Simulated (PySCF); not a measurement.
C₃H₃BF₂, SMILES C#CB(F)CF.

Coordinates come from a B3LYP-D3(BJ)/def2-SVP optimisation. The structure was generated by enumeration, and PubChem lists no compound with its InChIKey, so it may never have been made. Other conformers were not sampled.

Two levels are set side by side: PBE/def2-TZVP (PySCF) and B3LYP/def2-TZVP (PySCF). Same geometry, gas phase. Differences are taken from unrounded values.

```
quantity                     B3LYP    PBE  PBE minus B3LYP
---------------------------  -----  -----  ---------------
orbital gap (eV)              6.27   4.50            -1.77
highest occupied level (eV)  -8.31  -7.26             1.05
lowest empty level (eV)      -2.04  -2.76            -0.71
dipole moment (D)             0.53   0.51            -0.03
mean polarisability (bohr³)   47.0   48.7              1.7
```

Without exact exchange PBE keeps part of each electron's self-repulsion, which lifts occupied levels and narrows the gap. PBE's more diffuse valence density responds more strongly to a field. Differences between two approximate levels are no errors against the true value.

Rough cost on one machine, each run with all the roots and properties that it gave: B3LYP against PBE within a factor of 2.
